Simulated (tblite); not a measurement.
C₅H₁₄P₂S.
Atom-mapped SMILES: `[CH3:1][CH2:2][P@@:3]([PH2:4])(=[S:5])[CH:6]([CH3:7])[CH3:8]` (hydrogens: H9, H10, H11 on C1; H12, H13 on C2; H14, H15 on P4; H16 on C6; H17, H18, H19 on C7; H20, H21, H22 on C8)

Geometry (GFN2-xTB, Å), atoms numbered from 1 in this order:
```xyz
22
C5H14P2S angstrom
C      2.1610   -1.1823   -0.3827
C      1.3952   -0.2262   -1.2822
P      0.1657    0.8444   -0.4006
P      1.3494    1.7147    1.2455
S     -0.7438    2.0827   -1.5973
C     -0.9679   -0.3250    0.5131
C     -1.7566   -1.1584   -0.4850
C     -1.8795    0.5242    1.3870
H      1.5130   -1.9713   -0.0080
H      2.5849   -0.6482    0.4696
H      2.9762   -1.6434   -0.9373
H      0.8497   -0.7561   -2.0682
H      2.0759    0.4751   -1.7783
H      0.5626    2.8595    1.2487
H      2.2379    2.2662    0.3245
H     -0.3401   -0.9622    1.1460
H     -1.1053   -1.8245   -1.0487
H     -2.2712   -0.5020   -1.1864
H     -2.5010   -1.7636    0.0296
H     -2.5763   -0.1029    1.9402
H     -2.4484    1.2163    0.7659
H     -1.2919    1.1025    2.1038
```

Method: GFN2-xTB as coded in tblite; computed harmonic values from a numerical Hessian at the method's own geometry, unscaled. Errors from tens to a few hundred cm⁻¹ against measured bands are possible. Modes of hydrogen on phosphorus can be 10 to 20 % off. One conformer, not necessarily the lowest.

Harmonic wavenumbers (cm⁻¹): 54.7, 77.2, 116.0, 138.7, 144.3, 159.3, 173.4, 185.0, 202.8, 234.1, 247.0, 276.4, 301.6, 331.7, 407.6, 459.8, 593.9, 676.2, 706.9, 721.9, 757.0, 777.8, 922.5, 938.6, 969.7, 980.2, 1005.7, 1018.6, 1069.3, 1106.4, 1134.0, 1164.8, 1200.9, 1224.5, 1245.6, 1283.9, 1402.1, 1406.0, 1414.6, 1436.7, 1478.8, 1482.3, 1484.0, 1491.9, 1493.0, 1495.5, 2281.6, 2345.0, 2906.3, 2919.9, 2946.2, 2973.1, 2986.1, 3008.9, 3013.2, 3016.0, 3021.7, 3024.2, 3025.1, 3037.6.

A = 1142, B = 1003, C = 924.9 MHz; mass 168.029 u (most abundant isotopes); point group C1, symmetry number 1.

Problem. Zero-point energy?

Solution. Half the sum of the wavenumbers: 39049 cm⁻¹ = 467.13 kJ/mol.

Problem. Entropy at 350 K, 1 bar (ideal gas, RRHO, classical rotation)?

Solution. Translation 176.09, rotation 127.92, vibration 191.63: S = 495.7 J/(mol K).

Problem. And Cp and H(350 K) − H(0)?

Solution. Cp = 217.42 J/(mol K), of which vibrations give 184.16 (their classical limit is 60 R = 498.9); H(350 K) − H(0) = 46.70 kJ/mol without the zero-point energy, 35.06 from vibrations.

Problem. How do the functions run with temperature in this model?

Solution. 
```tsv
T (K)	S (J/(mol K))	Cp (J/(mol K))	H − H(0) (kJ/mol)	G − H(0) (kJ/mol)	ln q(vib)
150	353.9	129.0	12.01	-41.07	3.76
250	430.3	173.3	27.16	-80.42	7.47
298.15	462.7	194.7	36.01	-101.93	9.19
400	526.1	238.5	58.10	-152.33	12.70
600	636.8	308.7	113.20	-268.88	19.18
900	776.5	379.6	217.25	-481.57	28.01
```

q(vib) and H(0) count from the zero-point level.

Problem. Which modes carry the vibrational entropy at 350 K?

Solution. 54.7 cm⁻¹: 20.74; 77.2 cm⁻¹: 17.89; 116.0 cm⁻¹: 14.55; 138.7 cm⁻¹: 13.10; 144.3 cm⁻¹: 12.78; 159.3 cm⁻¹: 11.98 J/(mol K); the other 54 give 100.60 together.

Hindered rotation and anharmonicity are outside this model. Other conformers, if any are populated, would add a mixing term that is left out. The structure is chiral; the term R ln 2 for an equal mix with its mirror image is left out.
